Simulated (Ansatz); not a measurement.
Reaction (cleavage of the Ge–Si bond): `C[Si](F)(Cl)[GeH3]` + `CSS` → `CS[S][GeH3]` + `C[SiH](F)Cl`

Isolated molecules relaxed with PBE0-D4/def2-TZVP in Ansatz; ΔE leaves out vibrations. CBS: MP2 limit from def2 TZ/QZ plus the TZ coupled-cluster correction, frozen cores. Functionals use def2-TZVPP. HSE06 is defined as in plane-wave codes. For Ge outer-core shells are correlated without core-valence functions, which leaves a few kJ/mol of doubt a bond. Scalar relativity is left out up to krypton. One conformer a species, not always the lowest.

| level | ΔE (kJ/mol) | difference from CCSD(T)/CBS |
| --- | --- | --- |
| LDA (SPW92) | -26.4 | 11.8 |
| BHLYP-D4 | -40.3 | -2.1 |
| ωB97X-V | -35.6 | 2.6 |
| B2PLYP | -39.6 | -1.4 |
| PBE-QIDH | -39.2 | -1.0 |
| PBE | -28.3 | 9.9 |
| BLYP | -32.5 | 5.7 |
| r2SCAN | -35.0 | 3.2 |
| HSE06 | -32.2 | 6.0 |
| CAM-B3LYP | -35.2 | 3.0 |
| RPA@PBE/def2-TZVPP | -37.7 | 0.5 |
| HF/def2-SVP | -48.5 | -10.3 |
| HF/def2-TZVPP | -48.4 | -10.2 |
| MP2/def2-QZVPP | -45.5 | -7.3 |
| SCS-MP2/def2-QZVPP | -45.9 | -7.7 |
| MP2/CBS(def2) | -45.2 | -7.0 |
| CCSD(T)/CBS | -38.2 | 0 |

Largest T1 diagnostic among the species: 0.012.

From PBE to PBE0 (25 % exact exchange), in def2-TZVPP and without D4, ΔE moves by −3.6 kJ/mol. Leaving LDA and LC-ωPBE aside and taking each functional with its dispersion term where it has one, the values, not all of them listed here, spread over 11.5 kJ/mol, from BHLYP-D4 to PBE-D4.

CCSD(T)/CBS has its own doubt, a few kJ/mol and more with outer-core shells, so smaller differences from it don't rank the levels.
